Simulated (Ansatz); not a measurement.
A geometry optimisation of H2SiSn with r2SCAN-D4/def2-TZVP

The starting geometry of this gas-phase singlet was optimised with GFN2-xTB.

| atom | x (Å) | y (Å) | z (Å) |
| --- | --- | --- | --- |
| Si | 0.3290 | -0.0688 | -1.6546 |
| Sn | -0.9401 | 1.2449 | 0.1655 |
| H | 1.0885 | -1.0536 | -0.7949 |
| H | 0.5472 | 2.3637 | -0.0395 |

**Question.** Predict what it relaxes into with r2SCAN-D4/def2-TZVP.

**Answer.** New bonds form, giving a structure with H3 bridging Sn2 and Si1, H4 bridging Si1 and Sn2, given below by its coordinates. Contacts that close: Si1–H4 (2.93 → 1.63 Å), Sn2–H3 (3.21 → 2.02 Å).

The energy falls by 1.09 eV over 14 steps:

| step | E − E(last) (eV) |
| --- | --- |
| 1 | 1.088 |
| 2 | 1.026 |
| 4 | 0.693 |
| 5 | 0.436 |
| 7 | 0.269 |
| 8 | 0.230 |
| 10 | 0.002 |
| 11 | 0.000 |
| 13 | 0.000 |
| 14 | 0.000 |

Final geometry (Å):

```xyz
4

Si    0.5310    0.4399   -1.7069
Sn   -0.8411    0.8424    0.3295
H     0.5800   -0.4317   -0.3276
H     0.7546    1.6357   -0.6186
```

Frequencies at the end are all real (lowest 355 cm⁻¹). Atoms past krypton carry core potentials, without spin–orbit terms. Run with Ansatz 0.2.0, 17 s on 1 thread of Intel(R) Xeon(R) 6975P-C (Granite Rapids), with other jobs on the host.
